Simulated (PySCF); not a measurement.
Gas-phase reaction: InH + F → InF + H

Method: PySCF energies (xtb for GFN2) plus ideal-gas RRHO corrections (1 bar). † marks an energy on the PBE0/def2-TZVP geometry and frequencies; other levels use their own. CCSD(T) freezes the core. Open shells (unrestricted): F (multiplicity 2, electronic degeneracy 6), H (multiplicity 2); the rest are closed-shell singlets. GFN2 has no spin-polarisation term. Spin-orbit splitting is ignored; it lowers the true energy and changes the entropy of F. B3LYP is the form with VWN-RPA correlation. In: scalar-relativistic def2 core potential, no spin-orbit coupling. InH: computed as isolated molecules; such fragments, hydroxides, amides, oligomers or adducts are transient or little studied in the gas. CCSD(T) isn't extrapolated to the basis-set limit; its ΔH°(298 K) is -243.3 kJ in def2-SVP and -263.4 kJ in def2-TZVPP. The harmonic model lacks anharmonicity and excited electronic states, which grow with temperature; levels with a mode under 35 cm⁻¹ are left out.

```
level                ΔE electronic, kJ  ΔH°(298 K), kJ  ΔS°(298 K), J/K  ΔG°(1200 K), kJ
-------------------  -----------------  --------------  ---------------  ---------------
B3LYP/def2-TZVP†                  -267            -272              -17             -255
CCSD(T)/def2-SVP†                 -238            -243              -17             -226
CCSD(T)/def2-TZVPP†               -258            -263              -17             -246
GFN2-xTB                          -283            -287              -15             -271
M06-2X/def2-TZVP†                 -280            -285              -17             -268
PBE/def2-TZVP†                    -302            -307              -17             -290
PBE0/def2-SVP†                    -257            -263              -17             -245
PBE0/def2-TZVP                    -269            -274              -17             -257
r2SCAN/def2-TZVP†                 -280            -285              -17             -268
LDA/def2-TZVP†                    -342            -347              -17             -330
ωB97M-V/def2-TZVP†                -270            -275              -17             -257
```
ΔH° is lowest at LDA/def2-TZVP† and highest at CCSD(T)/def2-SVP†. No reference value is set beside these.
